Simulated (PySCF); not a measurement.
C5H7F3N2.
InChI=1S/C5H7F3N2/c1-4(2)10-9-3-5(6,7)8/h3H,1-2H3/b9-3+

Torsions of this conformer, `[CH3:1][C:2]([CH3:3])=[N:4]/[N:5]=[CH:6]/[C:7]([F:8])([F:9])[F:10]`: C2–N4–N5–C6 117°, N5–C6–C7–F8 126°.

The closed-shell ground state was solved at several levels (PySCF, density fitting, gas phase, non-relativistic). Geometry: PBE0-D3(BJ)/def2-SVP, one conformer, isolated molecule.

| level | basis functions | HOMO (eV) | LUMO (eV) | gap (eV) | dipole (D) |
| --- | --- | --- | --- | --- | --- |
| CAM-B3LYP/pcSseg-1 | 205 | -8.77 | -0.13 | 8.64 | 3.83 |
| PBE0/pcSseg-1 | 205 | -7.39 | -1.32 | 6.07 | 3.81 |

What might PBE0/def2-SVPD (265 basis functions) give for the same quantities?

HOMO -7.43 eV, LUMO -1.41 eV, gap 6.02 eV, dipole 3.88 D.

Over all these levels, which gives the widest orbital gap and which the narrowest?

CAM-B3LYP/pcSseg-1 (range-separated hybrid) has the widest, 8.64 eV, and PBE0/def2-SVPD (global hybrid, 25 % exact exchange) the narrowest, 6.02 eV. Functional and basis both differ between the two, so the spread mixes both effects.

How far do the dipole and the HOMO energy spread over the levels?

The dipole runs from 3.81 to 3.88 D (mean 3.84 D) and the HOMO from -8.77 to -7.39 eV.
